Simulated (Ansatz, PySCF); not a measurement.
Molecule: GaO2 (charge 0, doublet). It need not be the lowest isomer of its formula. 
Coordinates optimised at B3LYP-D3(BJ)/def2-TZVP (Ansatz, a quantum-chemistry and plane-wave program):
```
Ga
O 1 1.6959
O 1 1.6959 2 180.00
```
Charge 0, spin multiplicity 2.

Total electronic energies in hartree. Correlated levels leave the core frozen unless marked. UHF or UKS for open shells. No spin-orbit coupling. The frozen core is the preceding noble-gas configuration, with the filled d and f shells of earlier blocks. Non-relativistic. Basis-set limits of correlation are two-point, X^-3; Hartree-Fock from the larger set.

The T1 diagnostic of CCSD in the largest basis is 0.049, which is high, so the coupled-cluster rows are less sure than usual.

```csv
level,program,energy (Eh)
HF/cc-pVQZ,Ansatz,-2072.99203
M06-L-D4/def2-TZVPD,PySCF + dftd4,-2075.20988
PBE0/6-31G*,Ansatz,-2074.51070
r2SCAN0-D4/def2-TZVPD,Ansatz + dftd4,-2075.13471
wB97X/def2-TZVPD,Ansatz,-2075.26605
B2PLYP-D4/def2-TZVPD,Ansatz + dftd4,-2074.77451
RPA@PBE/cc-pVQZ,Ansatz,-2073.82244
MP2/STO-3G,Ansatz,-2048.66397
"CCSD(T)/CBS(cc-pVTZ,cc-pVQZ)",Ansatz,-2073.5960
```

Totals of different functionals don't rank their quality; only differences between species are comparable.
